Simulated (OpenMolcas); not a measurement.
# d3 ions of charge +4 down a group on the Ge site of Cs2GeF6

```yaml
Program: OpenMolcas
Method: CASSCF
Spin-orbit_coupling: state interaction with AMFI integrals over the reference wave functions
```

The d shell is active. Each dopant is a cluster with its nearest anions in model potentials and point charges, with no relaxation. Distances were set from a Shannon-type radius of the metal (high-spin where two are listed) plus a fixed donor radius (F 1.31 Å), in hosts weighted 0.65 to 0.35 with the host's distance in the model lattice. Ligand basis ANO-RCC-VDZP, DKH2 Hamiltonian. States (labels of O, the rotations of Oh). Energies in cm-1 above the lowest state or level, χT in cm3 K/mol; 10Dq and B are least-squares fits to the states below 45000 cm-1, weighted by degeneracy, with a free offset, and given where the rms deviation is under 5 % of |10Dq| (or 100 cm-1) and under 700 cm-1. Spin-only χT is S(S+1) / 2 for the spin of the ground state.

| Ion | Shell | R (Å) | Metal basis | Ground state | First state of that spin | 10Dq | B (rms of fit) | First gap with spin-orbit (degeneracies) | χT at 300 K | First state of another spin | Spin-only χT |
| --- | --- | --- | --- | --- | --- | --- | --- | --- | --- | --- | --- |
| Mn4+ | 3d3 | 1.827 | ANO-RCC-VTZP | 4A2 | 4T2 20506 |  |  | 20337 (4, 4) | 1.832 | 2E 21133 | 1.875 |
| Tc4+ | 4d3 | 1.902 | ANO-RCC-VTZP | 4A2 | 4T2 33473 | 33463 | 764 (16) | 14887 (4, 4) | 1.784 | 2E 14940 | 1.875 |
| Re4+ | 5d3 | 1.892 | ANO-RCC-VTZP | 4A2 | 4T2 41221 |  |  | 13375 (4, 4) | 1.516 | 2E 14084 | 1.875 |

χT departs most from the spin-only value for Re4+, by -0.359 cm3 K/mol.

Without dynamic correlation the repulsion within the d shell is too large (B by tens of per cent), so at a given field states of lower spin stand too high. Ligand-to-metal charge-transfer states are missing. With no ligand orbital active B as a rule stays too high, so bands that hang on it stand too high and its fall with covalency is understated. The least metal-like active orbital is 80 % on the metal (Löwdin) and no ligand orbital is active, so the numbers are rough (holds for Mn4+). With metal d orbitals alone and no dynamic correlation 10Dq can be off by a tenth to a fifth, either way, in oxide and fluoride hosts (holds for Mn4+). The least metal-like active orbital is 77 % on the metal (Löwdin) and no ligand orbital is active, so the numbers are rough (holds for Tc4+). With metal d orbitals alone the field can be off either way by tens of per cent (holds for Tc4+; Re4+). The least metal-like active orbital is 75 % on the metal (Löwdin) and no ligand orbital is active, so the numbers are rough (holds for Re4+). No measured value stands beside these numbers; the geometry was set by hand and not optimised.
